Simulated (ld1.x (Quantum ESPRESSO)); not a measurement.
# How hard is this oxygen RRKJ potential?

- Element: oxygen (O)
- Generator: ld1.x (Quantum ESPRESSO) 7.5
- Type: norm-conserving RRKJ (Kleinman–Bylander form)
- Functional: LDA (PZ)
- Relativity: scalar-relativistic
- Frozen core: [He]
- Valence charge: 6
- Reference configuration: 2s2 2p3 (charge +1)
- Partial waves: 2s (bound): rc 0.85 bohr; 2p (bound): rc 1.30 bohr; 3d channel at -0.2 Ry: rc 1.05 bohr
- Local potential: all-electron potential smoothed inside 1.05 bohr (lloc = -1)
- Core correction: Bessel-smoothed model core, default radius (core density twice the valence density)
- rho0: 0.02

The pseudo-atom Hamiltonian at the reference potential is diagonalised in spherical Bessel functions j_l(qr) that vanish at 20 bohr, with q² up to the cutoff. All-electron valence levels (Ry): 2s -2.8956, 2p -1.8071.

**Question.** How do the lowest levels (Ry) of each channel move with the cutoff, and are there ghosts?

**Answer.**

| cutoff (Ry) | s #1 | p #1 | d #1 | d #2 | f #1 | f #2 | Σ f·Δε (mRy) |
| --- | --- | --- | --- | --- | --- | --- | --- |
| 8 | -2.4719 | -0.8776 | -0.1277 | -0.0380 | -0.0413 | 0.0709 | 3636.0 |
| 15 | -2.4838 | -1.1834 | -0.1280 | -0.0385 | -0.0413 | 0.0709 | 2695.0 |
| 25 | -2.5737 | -1.4823 | -0.1281 | -0.0386 | -0.0413 | 0.0709 | 1618.4 |
| 40 | -2.7291 | -1.7198 | -0.1282 | -0.0387 | -0.0413 | 0.0709 | 595.1 |
| 60 | -2.8320 | -1.8010 | -0.1282 | -0.0387 | -0.0413 | 0.0709 | 145.8 |
| 90 | -2.8829 | -1.8071 | -0.1282 | -0.0387 | -0.0413 | 0.0709 | 25.6 |
| 120 | -2.8936 | -1.8071 | -0.1282 | -0.0387 | -0.0413 | 0.0709 | 4.1 |
| 180 | -2.8956 | -1.8072 | -0.1282 | -0.0387 | -0.0413 | 0.0709 | 0.1 |
| 400 | -2.8956 | -1.8072 | -0.1282 | -0.0387 | -0.0413 | 0.0709 | 0.0 |

Result: no extra level below or beside the all-electron valence levels (s, p, d, f tested); 10 mRy is reached at 110 Ry and 1 mRy at 140 Ry.

Its largest configuration-test error is +1251 meV.
